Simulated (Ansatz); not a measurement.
Ideal-gas functions of ClH4N2Si, SMILES `N[Si](N)Cl` radical at 298.15 K and 1 bar, from an Ansatz frequency run at PBE0-D4/def2-TZVP.

Molar mass 95.58 g/mol, point group C1 (symmetry number 1), electronic degeneracy 2, moments of inertia 74.142, 154.202, 211.351 u Å². Harmonic wavenumbers (cm⁻¹, unscaled): 194, 216, 248, 300, 389, 390, 437, 494, 796, 809, 870, 915, 1562, 1571, 3579, 3598, 3696, 3700.

Use S(trans) = R[1.5 ln M + 2.5 ln T − 1.1517]; rotational temperatures θ = 24.2544 K / I; S(rot) = R[ln(√π/σ · √(T³/θAθBθC)) + 1.5]; for each mode x = 1.438777 ν̃/T, S = R[x/(eˣ − 1) − ln(1 − e⁻ˣ)] and H = RT x/(eˣ − 1); 1 cm⁻¹ = 0.0119627 kJ/mol; R = 8.31446 J/(mol·K).

By hand: the entropy, in J/(mol·K).

Translation 165.7. Rotation: θ = 0.3271, 0.1573, 0.1148 K, giving 109.6. Vibration, mode by mode: 9.16, 8.34, 7.30, 5.93, 4.20, 4.18, 3.50, 2.82, 0.88, 0.84, 0.66, 0.55, 0.04, 0.04, 0.00, 0.00, 0.00, 0.00, in all 48.4. Electronic 5.8. Sum 329.5 J/(mol·K).

By hand: H − E and G − E in kJ/mol, counted from the electronic energy.

Zero-point energy ½ × 23764 × 0.0119627 = 142.1; thermal vibration 9.0; translation, rotation and pV give 4 RT = 9.9. H − E = 161.0 kJ/mol, and G − E = 161.0 − 298.15 × 329.5/1000 = 62.8 kJ/mol.

Vibration gives 15 % of the entropy. The sum counts one conformer and one mirror image; others add a mixing term.
